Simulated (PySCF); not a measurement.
prop-2-enylcyclopropane (C₆H₁₀), SMILES C=CCC1CC1.

Coordinates come from a B3LYP-D3(BJ)/def2-SVP optimisation. Other conformers were not sampled.

Calculation: B3LYP/def2-TZVP run with PySCF.

Isolated molecule, no solvent.

Computed frontier levels, gap, dipole moment and polarisability:
```json
{
 "highest_occupied_level": "-7.20 eV",
 "lowest_empty_level": "-0.06 eV",
 "orbital_gap": "7.15 eV",
 "dipole_moment": "0.32 D",
 "quadrupole, principal values (traceless, Buckingham form, about the centre of nuclear charge)": "-3.48, 0.95, 2.53 D·Å",
 "mean_static_polarisability": "70.6 bohr³ (10.46 Å³)",
 "polarisability_principal_values": "63.9, 64.2, 83.6 bohr³"
}
```
